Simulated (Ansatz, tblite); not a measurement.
Forces on `c1cc2sc(-c3cc4sc(-c5cc6sc(-c7cc8sc(-c9cc%10sc(-c%11cc%12sccc%12s%11)cc%10s9)cc8s7)cc6s5)cc4s3)cc2s1` at its PBE-D4/def2-SVP geometry. Charge 0, multiplicity 1.

The xTB rows come from tblite. Single mean-field runs in def2-SVP are fitted with def2-universal-jkfit.

GFN2-xTB (tblite), largest force 0.85 eV/Å:

```xyz
62
positions Å, forces eV/Å
C     9.867   -9.435  -10.934   -0.241   -0.354    0.567
C     9.273   -9.872   -9.764    0.232    0.289   -0.501
C     8.548   -8.817   -9.140    0.168    0.242   -0.360
S     7.598   -8.660   -7.690    0.077    0.252   -0.328
C     7.258   -6.959   -8.041    0.154    0.308   -0.364
C     6.444   -6.176   -7.142    0.012    0.465   -0.160
C     6.221   -4.797   -7.171    0.025   -0.365    0.051
C     5.358   -4.385   -6.130    0.060   -0.444    0.062
S     4.696   -2.861   -5.611   -0.036   -0.389    0.158
C     3.836   -3.636   -4.271   -0.026   -0.477    0.145
C     3.026   -2.853   -3.375   -0.200   -0.306    0.336
C     2.274   -3.303   -2.284    0.178    0.169   -0.275
C     1.605   -2.241   -1.636    0.221    0.198   -0.343
S     0.541   -2.112   -0.264    0.157    0.295   -0.265
C     0.408   -0.358   -0.473    0.204    0.304   -0.341
C    -0.404    0.422    0.424    0.016    0.480   -0.139
C    -0.639    1.801    0.394    0.028   -0.366    0.056
C    -1.494    2.209    1.443    0.041   -0.448    0.053
S    -2.165    3.729    1.965   -0.043   -0.400    0.149
C    -3.018    2.945    3.305   -0.019   -0.476    0.150
C    -3.832    3.716    4.208   -0.188   -0.318    0.343
C    -4.548    3.252    5.317    0.163    0.162   -0.269
C    -5.236    4.299    5.971    0.231    0.182   -0.370
S    -6.273    4.405    7.366    0.157    0.247   -0.260
C    -6.457    6.153    7.151    0.168    0.292   -0.310
C    -7.270    6.901    8.077   -0.149   -0.294    0.323
C    -7.937    6.440    9.213    0.161    0.181   -0.290
C    -8.634    7.483    9.873    0.240    0.238   -0.423
S    -9.629    7.597   11.298    0.134    0.326   -0.307
C    -9.857    9.309   11.046    0.276    0.379   -0.539
C    -9.207    9.790    9.924   -0.253   -0.296    0.473
C    -8.509    8.744    9.255   -0.200   -0.233    0.366
S    -7.515    8.637    7.830   -0.129   -0.237    0.294
C    -5.745    6.618    6.043   -0.182   -0.175    0.307
C    -5.060    5.571    5.383   -0.227   -0.189    0.372
S    -4.023    5.462    3.988   -0.142   -0.284    0.280
C    -2.782    1.567    3.333   -0.029    0.360   -0.050
C    -1.926    1.161    2.286   -0.042    0.447   -0.056
S    -1.255   -0.359    1.766    0.038    0.393   -0.159
C     1.160    0.092   -1.564   -0.181   -0.171    0.276
C     1.829   -0.970   -2.212   -0.222   -0.198    0.344
S     2.893   -1.100   -3.584   -0.157   -0.295    0.266
C     4.061   -5.016   -4.241   -0.027    0.359   -0.062
C     4.915   -5.430   -5.289   -0.055    0.451   -0.059
S     5.572   -6.955   -5.814    0.070    0.398   -0.123
C     7.866   -6.543   -9.226   -0.121   -0.168    0.284
C     8.595   -7.593   -9.838   -0.216   -0.225    0.413
S     9.552   -7.754  -11.285   -0.109   -0.320    0.327
H    10.487  -10.017  -11.627   -0.482    0.467    0.527
H     9.360  -10.898   -9.384   -0.096    0.756   -0.224
H     6.681   -4.131   -7.911   -0.365   -0.428    0.547
H     2.221   -4.358   -1.986    0.003    0.768   -0.169
H    -0.205    2.467   -0.362   -0.336   -0.431    0.566
H    -4.560    2.200    5.627   -0.030    0.765   -0.176
H    -7.907    5.392    9.540   -0.040    0.744   -0.218
H   -10.471    9.875   11.757    0.476   -0.455   -0.546
H    -9.237   10.840    9.607    0.059   -0.771    0.179
H    -5.730    7.674    5.743   -0.003   -0.754    0.190
H    -3.220    0.899    4.085    0.342    0.431   -0.562
H     1.212    1.147   -1.862   -0.003   -0.768    0.169
H     3.621   -5.680   -3.487    0.339    0.429   -0.567
H     7.768   -5.526   -9.625    0.115   -0.739    0.240
```

PBE-D4/def2-SVP (Ansatz), largest force 0.02 eV/Å:

```
C 0.001 -0.003 0.001
C 0.002 -0.003 0.001
C -0.002 0.001 0.005
S 0.002 -0.004 0.003
C 0.006 0.000 -0.009
C -0.004 0.010 0.003
C 0.006 -0.007 -0.004
C 0.000 0.003 0.000
S 0.002 0.004 0.002
C 0.005 -0.011 -0.004
C -0.008 0.002 0.011
C 0.006 -0.001 -0.010
C -0.003 0.008 0.002
S -0.001 -0.002 0.001
C 0.010 -0.002 -0.013
C -0.007 0.012 0.005
C 0.005 -0.010 -0.004
C -0.005 0.001 0.006
S 0.000 0.002 -0.001
C 0.005 -0.013 -0.004
C -0.007 0.001 0.010
C 0.005 -0.001 -0.006
C -0.002 0.002 0.003
S 0.000 0.000 0.001
C 0.001 0.003 -0.003
C -0.001 -0.002 0.003
C 0.002 0.003 -0.001
C 0.000 0.004 -0.001
S -0.001 -0.004 0.004
C -0.003 0.004 0.000
C 0.000 0.006 -0.001
C 0.002 0.000 -0.002
S 0.000 -0.003 0.001
C 0.000 -0.001 0.003
C 0.000 -0.001 0.000
S 0.000 0.001 -0.001
C -0.005 0.008 0.004
C 0.004 -0.001 -0.005
S 0.000 -0.001 0.001
C -0.008 0.002 0.011
C 0.003 -0.007 -0.003
S 0.001 0.001 -0.001
C -0.003 0.008 0.001
C 0.001 -0.003 -0.003
S -0.004 -0.005 0.003
C -0.005 0.003 0.007
C 0.001 0.000 -0.003
S 0.000 0.002 -0.005
H -0.002 0.001 0.001
H 0.001 0.002 0.001
H 0.002 0.002 0.000
H 0.000 -0.001 0.000
H 0.001 0.000 -0.001
H 0.000 -0.002 0.000
H 0.001 -0.002 -0.001
H 0.001 -0.002 -0.003
H 0.001 -0.002 0.000
H 0.000 0.000 -0.001
H 0.000 -0.001 0.000
H 0.000 0.001 0.000
H -0.002 0.000 0.000
H -0.003 0.001 -0.002
```

r2SCAN-D4/def2-SVP (Ansatz), largest force 0.27 eV/Å:

```
C -0.041 -0.050 0.092
C 0.048 0.043 -0.096
C 0.022 0.138 -0.098
S 0.076 0.125 -0.193
C 0.075 0.007 -0.116
C -0.045 0.125 0.023
C 0.016 -0.072 -0.001
C -0.028 -0.139 0.072
S 0.003 -0.234 0.059
C 0.038 -0.120 -0.024
C -0.076 -0.009 0.104
C 0.037 0.021 -0.056
C 0.046 0.129 -0.090
S 0.109 0.133 -0.172
C 0.076 0.010 -0.104
C -0.041 0.119 0.024
C 0.013 -0.069 0.000
C -0.030 -0.142 0.075
S 0.001 -0.235 0.055
C 0.040 -0.122 -0.022
C -0.073 -0.011 0.104
C 0.034 0.021 -0.052
C 0.046 0.125 -0.097
S 0.092 0.139 -0.161
C 0.070 0.017 -0.103
C -0.070 -0.017 0.108
C 0.045 0.019 -0.069
C 0.032 0.142 -0.094
S 0.090 0.171 -0.191
C 0.044 0.051 -0.085
C -0.051 -0.042 0.090
C -0.034 -0.140 0.098
S -0.080 -0.143 0.171
C -0.039 -0.020 0.063
C -0.042 -0.133 0.095
S -0.100 -0.138 0.176
C -0.013 0.068 0.000
C 0.028 0.141 -0.073
S -0.004 0.237 -0.055
C -0.039 -0.020 0.057
C -0.046 -0.128 0.090
S -0.108 -0.134 0.171
C -0.011 0.069 -0.002
C 0.026 0.140 -0.076
S 0.001 0.235 -0.051
C -0.040 -0.014 0.070
C -0.023 -0.128 0.098
S -0.077 -0.163 0.200
H -0.137 0.124 0.153
H -0.015 0.218 -0.083
H -0.092 -0.136 0.154
H 0.011 0.218 -0.063
H -0.089 -0.139 0.156
H 0.003 0.217 -0.065
H -0.005 0.213 -0.069
H 0.135 -0.121 -0.159
H 0.005 -0.223 0.070
H -0.004 -0.217 0.061
H 0.090 0.138 -0.156
H -0.010 -0.217 0.062
H 0.090 0.138 -0.157
H 0.016 -0.210 0.080
```
